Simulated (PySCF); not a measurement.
**Indirect couplings**

Geometry (Å), atoms numbered from 1 in this order:
```xyz
11

N     2.525   -0.484    0.314
C     1.450   -0.632   -0.341
Ge   -0.024    0.664   -0.453
C    -1.638   -0.174    0.374
F    -2.719    0.609    0.282
F    -1.442   -0.436    1.672
F    -1.931   -1.335   -0.230
H     2.553    0.422    0.798
H     1.324   -1.581   -0.895
H     0.339    1.913    0.364
H    -0.400    1.006   -1.901
```

Indirect spin–spin couplings were computed at B3LYP/pcJ-1 (pcSseg-1 on Ge) (spin–dipole term only in couplings to heteroatoms) (PySCF 2.14) on a PBE0-D3(BJ)/def2-SVP structure, for the isolated molecule, without vibrational or relativistic corrections. Couplings are averaged over pairs made equivalent by symmetry, fast rotation or ring inversion, so a value needn't be that of the named pair in this geometry, while other rotamers aren't included; one pair stands for each set, and the list holds those of at least 1.5 Hz over up to four bonds. One-bond C–F couplings come out tens of Hz too large with common functionals.

Isotopes: ¹³C, ¹⁹F, ¹H, ¹⁵N.

| pair | bonds | J (Hz) |
| --- | --- | --- |
| N1, H8 | 1 | ? |
| C2, H9 | 1 | 184.5 |
| C4, F5 | 1 | ? |
| N1, H9 | 2 | -11.5 |
| C2, C4 | 2 | ? |
| C2, H8 | 2 | -10.9 |
| C2, H10 | 2 | 8.2 |
| C4, H10 | 2 | ? |
| F5, F6 | 2 | 78.2 |
| H10, H11 | 2 | 14.3 |
| F5, H10 | 3 | 7.1 |
| H8, H9 | 3 | 30.7 |
| H9, H10 | 3 | 3.5 |

Task: Estimate the withheld couplings, with signs.

Result: 
- ¹J(N1,H8) = -46.3 Hz (bond length 1.027 Å)
- ¹J(C4,F5) = -398.6 Hz (bond length 1.338 Å)
- ²J(C2,C4) = 3.6 Hz (angle at Ge3 108°)
- ²J(C4,H10) = 10.8 Hz (angle at Ge3 108°)

Relativistic effects of the heavier atoms present are left out.
